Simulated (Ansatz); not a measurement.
Wavefunction ladder for CH4SeSi (`[SiH3]C=[Se]`)

Cartesian coordinates in Å:
```
Si 0.371 -0.716 0.075
C -0.583 0.874 -0.173
Se -0.081 2.429 0.465
H 0.716 -1.282 -1.258
H -0.506 -1.695 0.775
H 1.593 -0.450 0.865
H -1.510 0.840 -0.748
```

Total charge 0; spin multiplicity 1. Correlated methods include outer-core shells of Se, which these sets cover unevenly. Scalar relativity is left out up to krypton. Geometry: relaxed with PBE0-D4/def2-TZVP. Frozen core, restricted reference, Ansatz.

```tsv
basis	HF (Eh)	MP2 corr.	CCSD corr.	(T)	CCSD(T) total
def2-SVP	?	-0.46991	-0.50180	-0.01754	?
def2-TZVPP	?	-0.55771	-0.58848	?	?
def2-QZVPP	-2729.01347	?	–	–	–
```

(1) Fill in the withheld values. (An estimate is asked.)

Results:

(1) Ansatz gave: def2-SVP HF (Eh): -2728.50898; def2-SVP CCSD(T) total: -2729.02832; def2-TZVPP HF (Eh): -2728.95523; def2-TZVPP (T): -0.02616; def2-TZVPP CCSD(T) total: -2729.56987; def2-QZVPP MP2 corr.: -0.87980.
